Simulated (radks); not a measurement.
Results of a calculation; reference values are marked as such.
Question: Neutral zirconium: order these configurations by energy. Level of theory: Dirac Kohn-Sham, relativistic LDA (MacDonald-Vosko exchange, VWN5 correlation), spin-unpolarised, spherical densities, finite nucleus; Fermi nuclear charge, rms radius of each element as measured or else 0.836 A^(1/3) + 0.57 fm (a radial shooting solver on a logarithmic mesh with Libxc functionals). Sub-shells are occupied by j as written (lower j first in brackets). [Kr] 4d(3/2: 1, 5/2: 0) 5s2 5p(1/2: 1, 3/2: 0); [Kr] 4d(3/2: 2, 5/2: 0) 5s1 5p(1/2: 1, 3/2: 0); [Kr] 4d(3/2: 2, 5/2: 0) 5s2; [Kr] 4d(3/2: 3, 5/2: 0) 5s1.

Answer: From the lowest, in eV above it: [Kr] 4d(3/2: 2, 5/2: 0) 5s2 0.000; [Kr] 4d(3/2: 3, 5/2: 0) 5s1 1.149; [Kr] 4d(3/2: 2, 5/2: 0) 5s1 5p(1/2: 1, 3/2: 0) 3.019; [Kr] 4d(3/2: 1, 5/2: 0) 5s2 5p(1/2: 1, 3/2: 0) 3.058.
